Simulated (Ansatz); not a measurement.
The cluster Cr2O2⁺. Total charge 1; doublet. Geometry PBE0-D4/def2-SVP, that of the neutral singlet.

```xyz
4

Cr    0.484    0.264    0.286
Cr   -0.748    0.211   -0.991
O     0.314   -1.109   -1.009
O    -0.051    0.634    1.714
```

At PBE-D4/def2-TZVP, r2SCAN-D4/def2-TZVP, PBE0-D4/def2-TZVP the charge 1 doublet is spin-contaminated (final ⟨S²⟩ up to 2.66, 0.75 for a pure state). The structure comes from a short search, and lower isomers may exist.

Estimate the α-spin orbital energies around the gap (eV) in Ansatz with PBE-D4/def2-TZVP, r2SCAN-D4/def2-TZVP, PBE0-D4/def2-TZVP.


```csv
orbital,PBE-D4/def2-TZVP,r2SCAN-D4/def2-TZVP,PBE0-D4/def2-TZVP
HOMO−5,-14.66,-14.78,-16.36
HOMO−4,-14.14,-14.38,-15.97
HOMO−3,-13.56,-13.81,-15.70
HOMO−2,-12.93,-13.31,-15.40
HOMO−1,-12.02,-12.38,-14.26
HOMO,-11.83,-12.23,-13.32
LUMO,-11.03,-10.93,-9.99
LUMO+1,-10.42,-9.80,-8.67
LUMO+2,-9.93,-9.49,-7.86
LUMO+3,-9.48,-9.17,-7.54
LUMO+4,-8.78,-8.39,-7.08
LUMO+5,-8.15,-7.78,-6.90
β HOMO,-11.56,-11.60,-12.85
β LUMO,-11.06,-10.89,-10.03
```
